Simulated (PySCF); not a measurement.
# Excitation energy of S by level of theory

S [Ne] 3s2 3p4 (3P) → S [Ne] 3s2 3p3 4s1 (5S), as a difference of total energies. Computed with PySCF 2.14 in aug-cc-pV(T+d)Z with one added diffuse shell each of s, p, d, f type (7s6p5d3f, 71 functions), with no relativity, point nucleus. Correlated levels: valence: [Ne] frozen. The calculations carry no spin-orbit coupling.

```
           method  excitation energy (eV)
              UHF                   5.703
    MP2 (valence)                   6.222
SCS-MP2 (valence)                   6.393
   CCSD (valence)                   6.324
CCSD(T) (valence)                   6.340
```

Errors of the correlated levels include the incompleteness of this basis and the frozen core.

Problem. Which method comes closest to the reference value, and which is furthest?

Solution. The reference is 6.500 eV (measured; NIST levels, between the centres of gravity of the two terms). Closest: SCS-MP2 (valence) (error -0.107 eV); furthest: UHF (error -0.797 eV).
